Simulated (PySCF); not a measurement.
Si(H)(I)2(OH) (H₂I₂OSi), SMILES O[SiH](I)I. Atoms are numbered in the order given.

```xyz
6

Si     0.4656     0.9907     0.0000
O     -0.3758     2.4268     0.0000
I     -0.0384    -0.3490    -2.0104
I     -0.0384    -0.3490     2.0104
H      1.9101     1.3554     0.0000
H     -1.3480     2.3536     0.0000
```

Geometry: PBE-D3(BJ)/def2-SVP. This is a generated structure with no PubChem entry under its InChIKey; it may be hypothetical. The def2 effective core potentials stand for the cores of I; spin–orbit coupling is left out. The values are those of a single conformer.

Level of theory: PBE/def2-TZVP in PySCF.

Symmetry labels are those of the subgroup Cs that the program uses (full group Cs).

### Question
List the valence orbital energies around the gap with their symmetry. (The exact figures need the calculation; the answer reports its results.)

### Answer

| orbital | symmetry | energy (eV) |
|---|---|---|
| HOMO−7 | A' | -10.04 |
| HOMO−6 | A" | -9.50 |
| HOMO−5 | A' | -8.67 |
| HOMO−4 | A" | -7.93 |
| HOMO−3 | A' | -7.13 |
| HOMO−2 | A' | -6.93 |
| HOMO−1 | A" | -6.79 |
| HOMO | A" | -6.52 |
| LUMO | A' | -2.28 |
| LUMO+1 | A' | -1.09 |
| LUMO+2 | A" | -0.85 |
| LUMO+3 | A' | 0.34 |
